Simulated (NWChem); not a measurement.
System meant: CH₃ClFGaO; SMILES C[O][Ga]([F])[Cl]

The following NWChem deck was run.

```
start job
memory heap 200 mb stack 900 mb global 1100 mb
geometry units angstroms noautoz
  Ga     0.421532    -0.002497     0.000000
  F      2.086469     0.506028     0.000000
  Cl    -1.119265     1.496761     0.000000
  O      0.093601    -1.746871     0.000000
  C     -1.230641    -2.281596     0.000000
  H     -1.359307    -2.906820    -0.890898
  H     -1.359307    -2.906820     0.890898
  H     -2.008958    -1.508393     0.000000
end
basis spherical
  * library def2-svp
end
dft
  xc xpbe96 cpbe96
  iterations 4
  mulliken
end
task dft energy
```

End of the output:

```
    Atom       Charge   Shell Charges
 -----------   ------   -------------------------------------------------------
    1 Ga  31    30.91   2.00  2.00  1.93  0.65  0.22  5.99  5.83  1.00  0.59  7.79  2.05  0.85
    2 F    9     9.13   1.98  1.02  0.76  3.17  2.20  0.00
    3 Cl  17    16.90   2.00  1.96  1.04  0.76  5.82  2.22  3.09  0.01
    4 O    8     8.20   1.97  0.92  0.60  2.72  1.98  0.02
    5 C    6     5.93   1.96  0.58  0.30  1.84  1.13  0.12
    6 H    1     0.98   0.65  0.26  0.07
    7 H    1     0.98   0.65  0.26  0.07
    8 H    1     0.98   0.65  0.27  0.07

 center of mass
 --------------
 x =   0.09560140 y =   0.12518667 z =   0.00000000

 moments of inertia (a.u.)
 ------------------
         770.123935724726           0.000000000000           0.000000000000
           0.000000000000         590.476399091646           0.000000000000
           0.000000000000           0.000000000000        1349.174215415499

     Multipole analysis of the density
     ---------------------------------

     L   x y z        total         alpha         beta         nuclear
     -   - - -        -----         -----         ----         -------
     0   0 0 0     -0.000000    -37.000000    -37.000000     74.000000

     1   1 0 0     -0.768195     -0.384097     -0.384097      0.000000
     1   0 1 0     -0.406058     -0.203029     -0.203029      0.000000
     1   0 0 1     -0.000000     -0.000000     -0.000000      0.000000

     2   2 0 0    -36.092413   -164.342020   -164.342020    292.591626
     2   1 1 0      1.809084     -8.403308     -8.403308     18.615700
     2   1 0 1     -0.000000     -0.000000     -0.000000      0.000000
     2   0 2 0    -33.981978   -223.711203   -223.711203    413.440429
     2   0 1 1      0.000000      0.000000      0.000000      0.000000
     2   0 0 2    -31.470670    -18.569686    -18.569686      5.668702

 ------------------------------------------------------------------------
 dft energy failed                                                                                  0
 ------------------------------------------------------------------------
 ------------------------------------------------------------------------
  current input line :
    21: task dft energy
 ------------------------------------------------------------------------
 ------------------------------------------------------------------------
 This type of error is most commonly associated with calculations not reaching convergence criteria
 ------------------------------------------------------------------------
 For more information see the NWChem manual at https://nwchemgit.github.io

0:dft energy failed:Received an Error in Communication
```

Find the fault in this run and fix the input.

Convergence was not reached. Cause: the SCF was allowed too few iterations. This input runs:
```
start job
memory heap 200 mb stack 900 mb global 1100 mb
geometry units angstroms noautoz
  Ga     0.421532    -0.002497     0.000000
  F      2.086469     0.506028     0.000000
  Cl    -1.119265     1.496761     0.000000
  O      0.093601    -1.746871     0.000000
  C     -1.230641    -2.281596     0.000000
  H     -1.359307    -2.906820    -0.890898
  H     -1.359307    -2.906820     0.890898
  H     -2.008958    -1.508393     0.000000
end
basis spherical
  * library def2-svp
end
dft
  xc xpbe96 cpbe96
  iterations 150
  mulliken
end
task dft energy
```
It converges to -2598.87383 Ha (PBE/def2-SVP).
